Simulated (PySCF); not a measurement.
## Vibration and rotation of LaBr

RHF-CCSD(T) constants of LaBr, singlet, about 0.1 electrons in the 4f shell (Mulliken) (La def2-TZVPP with ECP46, Br def2-TZVPP; scalar-relativistic core potentials (PySCF 2.14); masses 138.9063 and 78.9183 u):

| Property | Result |
| --- | --- |
| ωe | 236.0 cm⁻¹ |
| ωexe | 0.441 cm⁻¹ |
| Be | 0.04584 cm⁻¹ |
| αe | 0.000121 cm⁻¹ |
| De to La (5d1 6s2) + Br | 4.60 eV |

Problem. What force constant and bond length do these constants imply?

Solution. Reduced mass μred = 50.326 u; k = 5.8918×10⁻⁷·μred·ωe² (u, cm⁻¹, mdyn/Å) = 1.65 mdyn/Å; Re = √(16.8576/(μred·Be)) (u, cm⁻¹, Å) = 2.703 Å.

Problem. Estimate the centrifugal constant D from the Kratzer relation and find the Dunham coefficient a1.

Solution. D = 4Be³/ωe² = 6.92e-09 cm⁻¹; a1 = −1 − αeωe/(6Be²) = -3.26.

Correlated steps freeze 9 core orbitals. Spin–orbit coupling is left out, which matters for elements this heavy, above all for dissociation energies. Where the molecule has an RHF reference, its open-shell atoms are computed with UHF.
